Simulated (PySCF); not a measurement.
## Two-component Hartree-Fock for V(4+) (vanadium, charge +4)

Start: [Ar] 3d1; 3d3/2 filled at m_j = +3/2. Calculated with PySCF 2.14 in x2c-SVPall-2c (5s5p3d1f, 42 functions): generalised Hartree-Fock with the X2C-1e Hamiltonian and a Gaussian nucleus; one run each with spin-orbit coupling (SO) switched off, then screened by Boettger's factors.

| spinor shell | electrons | ε, spin-free (eV) | ε, screened SO (eV) | weight of nominal j (screened SO) | rms radius, screened SO (bohr) |
| --- | --- | --- | --- | --- | --- |
| 1s1/2 | 2 | -5580.2 | -5580.2 | 1.000 | 0.0768 |
| 2s1/2 | 2 | -719.48 | -719.47 | 1.000 | 0.332 |
| 2p1/2 | 2 | -608.33 | -613.52 | 1.000 | 0.301 |
| 2p3/2 | 4 | -608.33 | -605.75 | 1.000 | 0.303 |
| 3s1/2 | 2 | -143.07 | -143.06 | 1.000 | 1.01 |
| 3p1/2 | 2 | -109.28 | -110.87 | 0.855 | 1.08 |
| 3p3/2 | 4 | -109.28 | -108.49 | 0.928 | 1.08 |
| 3d3/2 | 1 | -67.139 | -67.178 | 0.975 | 1.18 |

| quantity | spin-free | screened SO |
| --- | --- | --- |
| E (hartree) | -944.51566 | -944.52286 |
| M_J | 3/2 | 3/2 |
| ⟨J²⟩ | 4.242 | 3.877 |
| ⟨L²⟩ | 6.006 | 6.005 |
| ⟨S²⟩ | 0.751 | 0.752 |

Each row is a mean over spinors that exchange with the open shell spreads, by up to 5.249 eV (3p1/2).

Rows whose weight is well below 1 are mixtures of j = l ± 1/2: exchange outweighs spin-orbit coupling there, and the label is only the starting occupation.

⟨J²⟩ departs a little from M_J(M_J + 1) because the unrestricted spinors polarise the closed shells.

Without spin-orbit coupling the j labels of p, d and f shells carry no meaning; the spin-free column gives the mean over the occupied spinors of each nl shell, and its ⟨J²⟩ belongs to a mixture of degenerate components.
